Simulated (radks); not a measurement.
Spin polarisation of the 2p1 shell in C+. Start: [He] 2s2 2p(up 0.5, down 0.5); electrons of 2p are moved from spin down to spin up, other shells keep equal spins. Calculated with a radial shooting solver on a logarithmic mesh with Libxc functionals: non-relativistic Kohn-Sham, SCAN, spin-polarised, spherical densities, point nucleus; meta-GGA in the generalised Kohn-Sham scheme.

moment (Bohr magnetons)  E - E(0) (eV)  e(2p up) (eV)  e(2p down) (eV)  2s down minus up (eV)  1s down minus up (eV)
0                                0.000        -16.776          -16.776                  0.000                  0.000
0.25                            -0.047        -17.060          -16.472                  0.626                  0.158
0.5                             -0.150        -17.321          -16.149                  1.253                  0.337
0.75                            -0.329        -17.560          -15.814                  1.890                  0.509

At moment 0.75 the spin-polarisation energy is -0.329 eV and the 2p exchange splitting 1.746 eV, that is 2.328 eV per Bohr magneton; E = -I m^2/4 would give I = 2.339 eV.
